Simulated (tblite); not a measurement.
Compound: C6H16PSi (charge +1).
Geometry (GFN2-xTB, Å), atoms numbered from 1 in this order:
```
atom  x, y, z in Å
C1    -0.5072    2.2148   -1.9062
C2    -0.3888    1.8628   -0.6337
P3    -0.5379    0.1684   -0.0663
C4    -2.0375   -0.0602    0.8950
Si5   -2.3607   -1.8991    1.4503
C6     0.9198   -0.3075    0.9074
C7     2.2402    0.0879    0.2414
C8     2.3808   -0.5194   -1.1467
H9    -0.4330    3.2438   -2.2177
H10   -0.6792    1.4918   -2.6886
H11   -0.2192    2.5894    0.1536
H12   -0.6338   -0.6288   -1.1868
H13   -2.8677    0.2922    0.2795
H14   -1.9749    0.6010    1.7621
H15   -2.1765   -2.7009    0.2397
H16   -3.7173   -1.9095    1.9734
H17   -1.3409   -2.2101    2.4511
H18    0.8180    0.1746    1.8869
H19    0.8717   -1.3906    1.0595
H20    2.3104    1.1757    0.1718
H21    3.0585   -0.2542    0.8767
H22    1.6318   -0.1085   -1.8259
H23    2.2710   -1.6010   -1.1118
H24    3.3607   -0.2928   -1.5568
```

Method: GFN2-xTB as coded in tblite; computed harmonic values from a numerical Hessian at the method's own geometry, unscaled. The method is semi-empirical: single wavenumbers can be off by several per cent or more. Modes of hydrogen on phosphorus and silicon can be 10 to 20 % off. One conformer, not necessarily the lowest.

Harmonic wavenumbers (cm⁻¹): 43.6, 55.3, 64.5, 93.5, 116.5, 119.6, 150.0, 194.9, 201.4, 254.6, 278.5, 345.0, 414.3, 504.1, 516.3, 553.3, 650.9, 664.9, 671.0, 730.1, 748.2, 756.8, 774.0, 778.6, 817.2, 828.8, 849.4, 868.1, 918.2, 931.5, 989.8, 1001.3, 1020.4, 1023.8, 1055.3, 1106.5, 1119.2, 1171.7, 1214.3, 1218.8, 1261.2, 1330.5, 1376.1, 1395.0, 1397.7, 1416.6, 1476.4, 1483.7, 1494.3, 1642.4, 2278.4, 2291.7, 2366.9, 2412.3, 2918.9, 2936.8, 2955.5, 2960.9, 2981.2, 2990.4, 3006.4, 3018.5, 3040.2, 3065.1, 3089.1, 3125.0.

A = 1725, B = 849.9, C = 640.0 MHz; mass 147.076 u (most abundant isotopes); point group C1, symmetry number 1.

What is the zero-point energy?

½Σν̃ = 42763 cm⁻¹ = 122.27 kcal/mol.

What is S at 200 K and 1 bar for an ideal gas of classical rigid rotors and harmonic oscillators?

Translation 38.91, rotation 29.03, vibration 28.53: S = 96.5 cal/(mol K).

And Cp and H(200 K) − H(0)?

Cp = 35.85 cal/(mol K), of which vibrations give 27.90 (their classical limit is 66 R = 131.2); H(200 K) − H(0) = 4.59 kcal/mol without the zero-point energy, 3.00 from vibrations.

How do the functions run with temperature in this model?

```
T (K)  S (cal/(mol K))  Cp (cal/(mol K))  H − H(0) (kcal/mol)  G − H(0) (kcal/mol)  ln q(vib)
  100             76.2              24.0                 1.61                -6.02       2.87
  300            113.5              49.2                 8.84               -25.21      10.49
  500            144.4              72.2                21.11               -51.07      17.54
  800            183.5              94.3                46.37              -100.45      27.45
 1000            205.7             104.1                66.26              -139.41      33.53
```

q(vib) and H(0) count from the zero-point level.

Which modes carry the vibrational entropy at 200 K?

43.6 cm⁻¹: 4.30; 55.3 cm⁻¹: 3.83; 64.5 cm⁻¹: 3.53; 93.5 cm⁻¹: 2.81; 116.5 cm⁻¹: 2.40; 119.6 cm⁻¹: 2.35 cal/(mol K); the other 60 give 9.31 together.

Hindered rotation and anharmonicity are outside this model. Other conformers, if any are populated, would add a mixing term that is left out. The structure is chiral; the term R ln 2 for an equal mix with its mirror image is left out.
